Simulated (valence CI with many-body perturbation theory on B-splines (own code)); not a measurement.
Results of a calculation; reference values are marked as such.
**Ir³⁸⁺ in three bases**

Method: relativistic CI+MBPT: three valence electrons over a frozen Dirac-Fock core [Kr], a basis of 7 s, 7 p, 8 d, 6 f, 4 g, 1 h functions for each j, with the one-electron correlation potential Σ1 (screened to all orders), the two-electron term Σ2, the three-electron term Σ3, Breit, model QED; selected single and double excitations, second order for the rest, scaled by the run's own slope (own B-spline code, finite nucleus).

No measured spectrum was set against this ion. As an estimate, large intervals hold to a few tenths of a per cent, small ones and those within an open d or f shell to about a per cent. Only levels of the ground parity were solved; by the run's estimate the other parity begins above the list, which can be wrong where configurations are misplaced.

The reference run has the lowest level (4d3/2^3) J=3/2 and an ionisation energy of 1741.42 eV. Its largest variational space holds 4942 state functions.

Levels are named by their leading jj configuration (3d3/2^4 stands for four electrons in 3d with j = 3/2), which in mixed levels can hold well under half, so a name can repeat and another be missing. Letters in brackets count levels of one name in rising energy.

Changed runs:
A. basis 6 s, 6 p, 5 d, 5 f, 1 g
B. basis 5 s, 5 p, 4 d, 4 f

Excitation energies of the reference run in cm⁻¹, and shifts in cm⁻¹:

| Level | Reference | A | B |
| --- | --- | --- | --- |
| (4d3/2^2 4d5/2) J=5/2 [a] | 155657 | -159 | -474 |
| (4d3/2^2 4d5/2) J=3/2 | 175705 | -107 | -48 |
| (4d3/2^2 4d5/2) J=7/2 | 189243 | -30 | +82 |
| (4d3/2^2 4d5/2) J=9/2 | 191491 | +13 | +277 |
| (4d3/2^2 4d5/2) J=1/2 | 193025 | -66 | +197 |
| (4d3/2^2 4d5/2) J=5/2 [b] | 263791 | +60 | +646 |
| (4d3/2 4d5/2^2) J=7/2 [a] | 342000 | -123 | -289 |
| (4d3/2 4d5/2^2) J=9/2 | 357347 | -108 | -120 |
| (4d3/2 4d5/2^2) J=3/2 [a] | 371630 | -52 | +6.9 |
| (4d3/2 4d5/2^2) J=1/2 | 381282 | -16 | +392 |
| (4d3/2 4d5/2^2) J=5/2 [a] | 386838 | -42 | +274 |
| (4d3/2 4d5/2^2) J=11/2 | 389536 | +16 | +501 |
| Ionisation energy (eV) | 1741.42 | -0.044 | -0.11 |
